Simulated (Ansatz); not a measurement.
`N[SiH2][GeH2][OH]` + `NC=O` → `O=C[NH][GeH2][OH]` + `N[SiH3]`  (cleavage of the Ge–Si bond)

Calculated with Ansatz (gas phase, PBE0-D4/def2-TZVP geometries, no zero-point term in ΔE). CCSD(T)/CBS adds triple-zeta CCSD(T) − MP2 to the extrapolated MP2 energy (def2 sets, frozen cores). This one scheme is used for every species. DFT in def2-TZVPP. For Ge outer-core shells are correlated without core-valence functions, which leaves a few kJ/mol of doubt a bond. Scalar relativity is left out up to krypton. Each species was taken in one conformer, which may not be the lowest.

```csv
species,r2SCANh-D4 energy (Eh)
`N[SiH2][GeH2][OH]`,-2500.67878
`NC=O`,-169.86861
`O=C[NH][GeH2][OH]`,-2323.31323
`N[SiH3]`,-347.23627
```

(1) Work out ΔE.

(2) What do rigid-rotor, harmonic-oscillator terms from PBE0-D4/def2-TZVP frequencies (298.15 K, 1 bar) make of the CCSD(T)/CBS value? (Best estimate.)

Largest T1 diagnostic among the species: 0.016.

Results:

(1) ΔE = (-2323.31323) + (-347.23627) − (-2500.67878) − (-169.86861) = -0.00211 Eh = -5.5 kJ/mol. CCSD(T)/CBS gives -13.4 kJ/mol.

(2) Computed: ΔZPE = -5.9 kJ/mol, ΔH = -20.3 kJ/mol, ΔS = -9 J/(mol·K), ΔG = -17.7 kJ/mol. Modes under 50 cm⁻¹ make the entropy rough.

In def2-TZVPP, CCSD(T) changes the Hartree–Fock value by +8.2 kJ/mol (the triples alone add +0.0 kJ/mol) and MP2 by +4.9 kJ/mol. From PBE to PBE0 (25 % exact exchange), in def2-TZVPP and without D4, ΔE moves by −4.4 kJ/mol.
